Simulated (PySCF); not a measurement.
Levels of Re(72+) from EOM-EA-GCCSD

Reference: closed-shell Re(73+), 1s2; one electron is added. Calculated with PySCF 2.14, two-component X2C-1e with screened spin-orbit coupling, an even-tempered Gaussian basis (16 s from 27 bohr⁻², ratio 2.6; 13 p from 35 bohr⁻², ratio 2.6; 6 d from 36 bohr⁻², ratio 2.8; 3 f from 1500 bohr⁻², ratio 2.8); frozen nothing; the 30 highest virtual spinors dropped; of the others 56 kept and the rest restored at second order. No Breit or QED terms. Binding energies in eV.

```csv
level,Koopmans,second order,EOM-CCSD
2s1/2,20324.3,20324.5,20324.5
2p1/2,20137.3,20137.8,20137.8
2p3/2,18508.7,18509.0,18509.0
```

Electric-dipole lines between these computed levels:

```csv
lower,upper,ΔE (eV),vacuum wavelength (nm)
2s1/2,2p1/2,186.71,6.640
2s1/2,2p3/2,1815.5,0.6829
```

For comparison, the ionisation energy of Re(72+) is 20297.4 ± 0.21 eV (theoretical estimate listed by NIST; NIST Atomic Spectra Database, ionization energies).

Only part of the computed levels is shown.
